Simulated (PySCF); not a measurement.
Isomers of C10H9P.

All values: PBE0/pcSseg-1 (PySCF) at GFN2-xTB geometries, gas phase, one conformer each.

Problem. Rank by HOMO–LUMO gap, lowest first.
A. `Cc1ccpc2ccccc12`
B. `Cc1pccc2ccccc12`
C. `[CH:1]#[C:2][P:3]1[CH2:4][CH2:5][c:6]2[cH:7][cH:8][cH:9][cH:10][c:11]21` with C2–P3–C4–C5 70°, P3–C4–C5–C6 31°, C4–C5–C6–C7 160°, C2–P3–C11–C10 98°
D. `[CH:1]#[C:2][P:3]1[CH2:4][c:5]2[cH:6][cH:7][cH:8][cH:9][c:10]2[CH2:11]1` with C2–P3–C4–C5 -72°, P3–C4–C5–C6 161°, C9–C10–C11–P3 -161°, C2–P3–C11–C10 72°

Solution. A (4.40 eV), B (4.60 eV), C (6.26 eV), D (6.50 eV).

Problem. Rank by LUMO energy, highest first.
A. `Cc1pccc2ccccc12`
B. `[CH:1]#[C:2][P:3]1[CH2:4][CH2:5][c:6]2[cH:7][cH:8][cH:9][cH:10][c:11]21` with C2–P3–C4–C5 70°, P3–C4–C5–C6 31°, C4–C5–C6–C7 160°, C2–P3–C11–C10 98°
C. `[CH:1]#[C:2][P:3]1[CH2:4][c:5]2[cH:6][cH:7][cH:8][cH:9][c:10]2[CH2:11]1` with C2–P3–C4–C5 -72°, P3–C4–C5–C6 161°, C9–C10–C11–P3 -161°, C2–P3–C11–C10 72°

Solution. C (-0.34 eV), B (-0.60 eV), A (-1.81 eV).

Problem. Rank by HOMO energy, highest first.
A. `[CH:1]#[C:2][P:3]1[CH2:4][c:5]2[cH:6][cH:7][cH:8][cH:9][c:10]2[CH2:11]1` with C2–P3–C4–C5 -72°, P3–C4–C5–C6 161°, C9–C10–C11–P3 -161°, C2–P3–C11–C10 72°
B. `CC1=CC=PC2=CC=CC=C12`
C. `Cc1cpcc2ccccc12`

Solution. B (-6.24 eV), C (-6.45 eV), A (-6.84 eV).

All values together:

| SMILES | μ (D) | HOMO (eV) | LUMO (eV) | lowest IAO charge (e) | highest IAO charge (e) | lowest Hirshfeld charge (e) | highest Hirshfeld charge (e) |
| --- | --- | --- | --- | --- | --- | --- | --- |
| C#CP1Cc2ccccc2C1 | 1.14 | -6.84 | -0.34 | -0.442 (C) | +0.550 (P) | -0.115 (C) | +0.184 (P) |
| Cc1pccc2ccccc12 | 1.88 | -6.41 | -1.81 | -0.422 (C) | +0.340 (P) | -0.123 (C) | +0.074 (P) |
| Cc1ccpc2ccccc12 | 2.09 | -6.24 | -1.85 | -0.426 (C) | +0.351 (P) | -0.115 (C) | +0.079 (P) |
| Cc1cpc2ccccc2c1 | 1.75 | -6.28 | -1.84 | -0.423 (C) | +0.364 (P) | -0.114 (C) | +0.086 (P) |
| Cc1cpcc2ccccc12 | 2.22 | -6.45 | -1.81 | -0.425 (C) | +0.370 (P) | -0.117 (C) | +0.078 (P) |
| C#CP1CCc2ccccc21 | 1.66 | -6.86 | -0.60 | -0.428 (C) | +0.553 (P) | -0.116 (C) | +0.181 (P) |

Conformers: `[CH:1]#[C:2][P:3]1[CH2:4][c:5]2[cH:6][cH:7][cH:8][cH:9][c:10]2[CH2:11]1` with C2–P3–C4–C5 -72°, P3–C4–C5–C6 161°, C9–C10–C11–P3 -161°, C2–P3–C11–C10 72°; `[CH:1]#[C:2][P:3]1[CH2:4][CH2:5][c:6]2[cH:7][cH:8][cH:9][cH:10][c:11]21` with C2–P3–C4–C5 70°, P3–C4–C5–C6 31°, C4–C5–C6–C7 160°, C2–P3–C11–C10 98°.
